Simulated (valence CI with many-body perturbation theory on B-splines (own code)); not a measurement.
Values are calculated unless marked as measured or tabulated.
## Tl42+: what the settings do

Method: configuration interaction combined with many-body perturbation theory (CI+MBPT): three valence electrons over a frozen Dirac-Fock core [Kr], a basis of 6 s, 6 p, 5 d, 5 f, 1 g functions for each j, with the one-electron correlation potential Σ1, the two-electron term Σ2, the three-electron term Σ3, Breit, model QED; selected CI, second order for the rest, scaled by the run's own slope (own B-spline code, finite nucleus).

The last digits are not significant, and no measured levels were compared; by estimate large intervals hold to a few tenths of a per cent, small ones and those within an open d or f shell to about a per cent. Only levels of the ground parity were solved; by the run's estimate the other parity begins above the list, which can be wrong where configurations are misplaced.

The reference run has the lowest level (4d3/2^3) J=3/2 and an ionisation energy of 2076.26 eV. Its largest variational space holds 2406 state functions.

Levels are named by their leading jj configuration (3d3/2^4 stands for four electrons in 3d with j = 3/2), which in mixed levels can hold well under half, so a name can repeat and another be missing. Letters in brackets count levels of one name in rising energy.

Changed runs:
A. factor on the speed of light 1 → 10; QED terms on → off
B. box radius (bohr) 3.4727 → 2.47
C. highest l with Σ1, explicit Σ2 and valence Breit (higher l get mean screening factors) 3 → 0
D. scale of Σ1 1 → 0 (bad on purpose)

Excitation energies of the reference run in cm⁻¹, and shifts in cm⁻¹:

```
                    Level  Reference        A         B      C      D
(4d3/2^2 4d5/2) J=5/2 [a]     211218  -210400         0   -975   -922
    (4d3/2^2 4d5/2) J=3/2     232117  -185682      +0.1   -355   -909
    (4d3/2^2 4d5/2) J=7/2     248517               +0.1  +1964   -945
    (4d3/2^2 4d5/2) J=9/2     249864               +0.2  +3449   -933
    (4d3/2^2 4d5/2) J=1/2     251376  -205326      +0.1   +329   -917
(4d3/2^2 4d5/2) J=5/2 [b]     330902               +0.2  +1462   -964
(4d3/2 4d5/2^2) J=7/2 [a]     455114               +0.1  -1351  -1829
    (4d3/2 4d5/2^2) J=9/2     472717               +0.2   +686  -1853
(4d3/2 4d5/2^2) J=3/2 [a]     487803               +0.2  -2440  -1837
    (4d3/2 4d5/2^2) J=1/2     498499  -428689      +0.2  -1609  -1840
(4d3/2 4d5/2^2) J=5/2 [a]     502624  -425954      +0.2   +270  -1815
   (4d3/2 4d5/2^2) J=11/2     507342  -435808      +0.3  +3952  -1860
   Ionisation energy (eV)    2076.26   -16.15  +0.00087  +0.55  -2.94
```

A blank means that the level has no clear partner in that run.
